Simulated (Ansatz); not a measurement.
Born–Oppenheimer molecular dynamics of ClHSb (3 atoms, charge 0, multiplicity 2). It starts from a relaxed structure.

Theory: UHF/def2-SVP in Ansatz.

```yaml
ensemble: NVE (velocity Verlet)
time_step: 1 fs
steps_asked: 250
starting_velocities_drawn_for: 1500 K
seed: 601301
```

First frame:

```xyz
3
Properties=species:S:1:pos:R:3
Cl 1.458 0.363 0.829
Sb -0.640 0.621 -0.280
H -0.829 -1.049 -0.562
```

Question: How far do the bonds stretch over the last three quarters of this one trajectory? (Pairs bonded in most of those frames.)

Answer: 
```
   bond  mean (Å)  spread (Å)  shortest  longest
Cl1–Sb2     2.395       0.083      2.28     2.51
 Sb2–H3     1.716       0.082      1.60     1.83
```

Mean temperature of the second half: 761 K. The conserved energy stayed within 1.5 meV per atom of its start (net change 0.35 meV per atom), so the integration is sound. The temperature averaged 0.51 of the 1500 K drawn at the start: a run that starts near a minimum puts about half its kinetic energy into the potential. A run of 0.25 ps of so small a system gives no equilibrium averages.

The run took 3.6 min on 1 thread of Arm Neoverse V1, with other jobs on the host, peak memory 0.11 GiB.
